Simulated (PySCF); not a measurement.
# What went wrong, or what changed?

The sound run of Tl2Br2 (singlet) uses PySCF 2.14.0, RKS PBE, Tl def2-SVP with ECP60, Br def2-SVP; non-relativistic Hamiltonian with scalar-relativistic core potentials where named; density fitting; no spin-orbit coupling, grid (50, 194), threshold 1e-8 and 55 cycles at the relaxed geometry. This run, with dm0 from free metal ions and neutral atoms, differs:

```python
mol = gto.M(atom='''
Tl     0.00000    -0.00000     2.11083
Tl    -0.00000     0.00000    -2.11083
Br     2.06287    -0.00000    -0.00000
Br    -2.06287     0.00000     0.00000''',
    basis={'Tl': 'def2-SVP', 'Br': 'def2-SVP'},
    ecp={'Tl': 'def2-SVP'},
    charge=0, spin=0)
mf = dft.RKS(mol, xc='PBE')
mf.grids.atom_grid = (10, 14)
mf = mf.density_fit()  # fitting sets: Tl def2-universal-JKFIT, Br def2-universal-JKFIT
mf.conv_tol = 1e-08; mf.max_cycle = 55
mf.kernel(dm0)
mf.nuc_grad_method().kernel()
```

What was changed, and how did it end?

The integration grid was changed. It converged in 13 cycles, -194.354 eV from the sound run, largest force component 0.09 eV/Å. These settings are unsound on purpose: the numbers aren't the compound's.
```
init E= -5583.07253930822
cycle= 1 E= -5489.49152973985  delta_E= 93.6  |g|=  8.3  |ddm|= 6.51
cycle= 2 E= -5382.0962586704  delta_E=  107  |g|= 15.4  |ddm|= 24.8
cycle= 3 E= -5489.9167432446  delta_E= -108  |g|= 4.11  |ddm|= 24.6
cycle= 4 E= -5491.00645231985  delta_E= -1.09  |g|= 5.41  |ddm|= 17.1
cycle= 5 E= -5497.90736491907  delta_E= -6.9  |g|=    2  |ddm|= 11.6
...
cycle= 11 E= -5499.36279150641  delta_E= -1.91e-05  |g|= 0.000598  |ddm|= 0.0122
cycle= 12 E= -5499.36279163076  delta_E= -1.24e-07  |g|= 0.000116  |ddm|= 0.00112
cycle= 13 E= -5499.36279163701  delta_E= -6.25e-09  |g|= 1.93e-05  |ddm|= 0.000229
Extra cycle  E= -5499.3627916366  delta_E= 4.07e-10  |g|= 3.95e-05  |ddm|= 0.000106
converged SCF energy = -5499.3627916366
```

Run from Python with OMP_NUM_THREADS=2; the lines above give its settings. Where DIIS fails, smearing, a level shift and second-order steps follow.
It took 7.6 s on 2 threads of AMD EPYC 7B13 (Zen 3), on a shared host.
